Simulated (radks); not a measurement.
The numbers below are computed, except where a source is named.
Charge is removed step by step from the 4p3/2 level of Br+, starting from [Ar] 3d10 4s2 4p(1/2: 2, 3/2: 2). Level of theory: Dirac Kohn-Sham, BLYP, spin-unpolarised, spherical densities, finite nucleus; Fermi nuclear charge, rms radius 4.1629 fm (a radial shooting solver on a logarithmic mesh with Libxc functionals).

[
 {"removed (e)": "0", "E - E(0) (eV)": "0.000", "eigenvalue (eV)": "-17.078", "E minus straight line (eV)": "0.000"},
 {"removed (e)": "0.1", "E - E(0) (eV)": "1.759", "eigenvalue (eV)": "-18.103", "E minus straight line (eV)": "-0.476"},
 {"removed (e)": "0.2", "E - E(0) (eV)": "3.621", "eigenvalue (eV)": "-19.138", "E minus straight line (eV)": "-0.850"},
 {"removed (e)": "0.3", "E - E(0) (eV)": "5.587", "eigenvalue (eV)": "-20.185", "E minus straight line (eV)": "-1.119"},
 {"removed (e)": "0.4", "E - E(0) (eV)": "7.658", "eigenvalue (eV)": "-21.243", "E minus straight line (eV)": "-1.283"},
 {"removed (e)": "0.5", "E - E(0) (eV)": "9.836", "eigenvalue (eV)": "-22.311", "E minus straight line (eV)": "-1.341"},
 {"removed (e)": "0.6", "E - E(0) (eV)": "12.121", "eigenvalue (eV)": "-23.389", "E minus straight line (eV)": "-1.291"},
 {"removed (e)": "0.7", "E - E(0) (eV)": "14.514", "eigenvalue (eV)": "-24.477", "E minus straight line (eV)": "-1.133"},
 {"removed (e)": "0.8", "E - E(0) (eV)": "17.017", "eigenvalue (eV)": "-25.575", "E minus straight line (eV)": "-0.866"},
 {"removed (e)": "0.9", "E - E(0) (eV)": "19.629", "eigenvalue (eV)": "-26.683", "E minus straight line (eV)": "-0.489"},
 {"removed (e)": "1", "E - E(0) (eV)": "22.354", "eigenvalue (eV)": "-27.801", "E minus straight line (eV)": "0.000"}
]

Removing the whole electron costs 22.354 eV by Delta-SCF, against 17.078 eV from minus the eigenvalue at the starting occupation. Slater's transition state (half an electron removed) gives 22.311 eV. Integrating minus the eigenvalue over the occupation (Janak's theorem) gives 22.354 eV. The mean slope of the eigenvalue, de/dn, is 10.7 eV per electron. Ionisation energy of Br+ in the NIST Atomic Spectra Database: 21.591 eV (measured).

Beside tabulated values, note that spin-unpolarised runs miss the spin-polarisation part of the exchange energy of open shells.
